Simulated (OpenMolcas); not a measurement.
## Multiplet structure of Re I

```
Program             : OpenMolcas
Method              : MS-CASPT2, IPEA 0.25 Eh, imaginary shift 0.1 Eh (closed shells correlated: 5s 5p)
Basis               : ANO-RCC-VQZP [9s8p6d4f3g2h]
Scalar Hamiltonian  : DKH2, point nucleus
Active space        : 7 electrons in 6 orbitals (5d 6s)
State averaging     : 2S+1 = 6 even, 6 roots; 2S+1 = 4 even, 59 roots kept (CI in the orbitals of an earlier block); 2S+1 = 2 even, 53 roots kept (CI in the orbitals of an earlier block)
Spin-orbit coupling : state interaction with AMFI integrals over the reference wave functions, term energies averaged over their components
```

Spin-free terms above the lowest, with the occupations of the reference:

| Configuration | Term | E (cm-1) | Occupations |
| --- | --- | --- | --- |
| 5d5 6s2 | 6S | 0.0 | 5d 5.00 6s 2.00 |
| 5d6 6s | 6D | 16790 | 5d 6.00 6s 1.00 |
| 5d5 6s2 | 4G | 17760 | 5d 5.13 6s 1.87 |
| 5d5 6s2 | 4P | 18180 | 5d 5.41 6s 1.59 |
| 5d5 6s2 | 4D | 19130 | 5d 5.33 6s 1.67 |
| 5d5 6s2 | 2D | 25930 | 5d 5.34 6s 1.66 |
| 5d6 6s | 4F | 26820 | 5d 5.81 6s 1.19 |
| 5d5 6s2 | 2I | 27090 | 5d 5.03 6s 1.97 |
| 5d5 6s2 | 2F(1) | 27340 | 5d 5.38 6s 1.62 |

With spin-orbit coupling, above the lowest level:

```json
{"Configuration": "5d5 6s2", "Term": "6S", "J": "5/2", "E (cm-1)": "0.0", "Measured (cm-1)": "0.0", "Term weight %": "92", "Second": "6 4P"}
{"Configuration": "5d6 6s", "Term": "6D", "J": "9/2", "E (cm-1)": "14510", "Measured (cm-1)": "11755", "Term weight %": "92", "Second": "6 4F"}
{"Configuration": "5d5 6s2", "Term": "4P", "J": "5/2", "E (cm-1)": "14510", "Measured (cm-1)": "", "Term weight %": "30", "Second": "24 4D"}
{"Configuration": "5d5 6s2", "Term": "4P", "J": "3/2", "E (cm-1)": "16480", "Measured (cm-1)": "", "Term weight %": "51", "Second": "32 4D"}
{"Configuration": "5d5 6s2", "Term": "4G", "J": "5/2", "E (cm-1)": "17070", "Measured (cm-1)": "", "Term weight %": "60", "Second": "13 4P"}
{"Configuration": "5d6 6s", "Term": "6D", "J": "7/2", "E (cm-1)": "17180", "Measured (cm-1)": "14217", "Term weight %": "77", "Second": "13 5d5 6s2 4G"}
{"Configuration": "5d5 6s2", "Term": "4G", "J": "7/2", "E (cm-1)": "17410", "Measured (cm-1)": "", "Term weight %": "50", "Second": "17 4D"}
{"Configuration": "5d5 6s2", "Term": "4P", "J": "1/2", "E (cm-1)": "17960", "Measured (cm-1)": "", "Term weight %": "62", "Second": "16 4D"}
{"Configuration": "5d5 6s2", "Term": "4G", "J": "11/2", "E (cm-1)": "18350", "Measured (cm-1)": "16307", "Term weight %": "91", "Second": "6 2H"}
{"Configuration": "5d5 6s2", "Term": "4G", "J": "9/2", "E (cm-1)": "18550", "Measured (cm-1)": "16619", "Term weight %": "91", "Second": "3 4F"}
{"Configuration": "5d6 6s", "Term": "6D", "J": "5/2", "E (cm-1)": "18940", "Measured (cm-1)": "15770", "Term weight %": "80", "Second": "5 5d5 6s2 4D"}
{"Configuration": "5d5 6s2", "Term": "4D", "J": "7/2", "E (cm-1)": "19450", "Measured (cm-1)": "", "Term weight %": "71", "Second": "26 4G"}
{"Configuration": "5d6 6s", "Term": "6D", "J": "3/2", "E (cm-1)": "20030", "Measured (cm-1)": "16328", "Term weight %": "83", "Second": "7 4P"}
{"Configuration": "5d6 6s", "Term": "6D", "J": "1/2", "E (cm-1)": "20810", "Measured (cm-1)": "17238", "Term weight %": "76", "Second": "10 5d5 6s2 4D"}
{"Configuration": "5d5 6s2", "Term": "4D", "J": "1/2", "E (cm-1)": "22520", "Measured (cm-1)": "", "Term weight %": "71", "Second": "20 4P"}
{"Configuration": "5d5 6s2", "Term": "4D", "J": "5/2", "E (cm-1)": "23000", "Measured (cm-1)": "", "Term weight %": "55", "Second": "26 4P"}
{"Configuration": "5d5 6s2", "Term": "4D", "J": "3/2", "E (cm-1)": "23450", "Measured (cm-1)": "", "Term weight %": "50", "Second": "38 4P"}
{"Configuration": "5d6 6s", "Term": "4F", "J": "9/2", "E (cm-1)": "25600", "Measured (cm-1)": "", "Term weight %": "43", "Second": "36 5d5 6s2 2G"}
{"Configuration": "5d5 6s2", "Term": "2F(1)", "J": "7/2", "E (cm-1)": "26080", "Measured (cm-1)": "", "Term weight %": "44", "Second": "32 5d6 6s 4F"}
{"Configuration": "5d5 6s2", "Term": "2D", "J": "3/2", "E (cm-1)": "26230", "Measured (cm-1)": "", "Term weight %": "63", "Second": "18 5d6 6s 4F"}
{"Configuration": "5d5 6s2", "Term": "2D", "J": "5/2", "E (cm-1)": "26390", "Measured (cm-1)": "", "Term weight %": "43", "Second": "20 4P"}
{"Configuration": "5d5 6s2", "Term": "2I", "J": "11/2", "E (cm-1)": "26900", "Measured (cm-1)": "", "Term weight %": "77", "Second": "18 2H"}
{"Configuration": "5d6 6s", "Term": "4F", "J": "5/2", "E (cm-1)": "28310", "Measured (cm-1)": "", "Term weight %": "44", "Second": "30 5d5 6s2 2F(1)"}
```

Against the 7 measured excited levels shown (NIST Handbook of Basic Atomic Spectroscopic Data) the mean absolute deviation is 2900 cm-1; the largest miss in energy is 5d6 6s 6D 3/2: computed 20030, measured 16328 cm-1 (+22.7 %).

Spin-orbit coupling puts the lowest level 1530 cm-1 below the lowest spin-free term.

CASPT2 breaks the degeneracy within a term, and the mean is taken; among the terms shown or strongly mixed into the levels shown the widest spread is 940 cm-1 (5d5 6s2 2I). Terms from blocks run as CI alone lack orbitals of their own. Configurations are named by rounded mean occupations; where the s occupation lies near a half they are strongly mixed, a name can repeat and a true partner stay unpaired. A single d shell beside an s shell can misplace configurations of different d count against each other. The CASPT2 spread within a term exceeds the gap to the next term for 5d5 6s2 4G and 5d5 6s2 4P, 5d6 6s 4F and 5d5 6s2 2I, 5d5 6s2 2I and 5d5 6s2 2F(1), so the order of their levels is uncertain, and so are names and mixing where such terms share a J. Measured partners are found by configuration, term and J. A level has none where our copy of the source lacks it or the pairing is in doubt (some pairs that miss far off the trend of their configuration count as doubtful), and it then counts in no deviation. Levels of configurations outside the active space are missing. The first state left out of the spin-orbit step lies near 36000 cm-1 above the lowest spin-free state of the reference (among the parities and spins computed), and the list stops at four fifths of that energy or lower.

The term weight is that of the spin-free term in the level, not the purity of its configuration. A number in round brackets counts repeated terms of one configuration in the order of the reference energies.
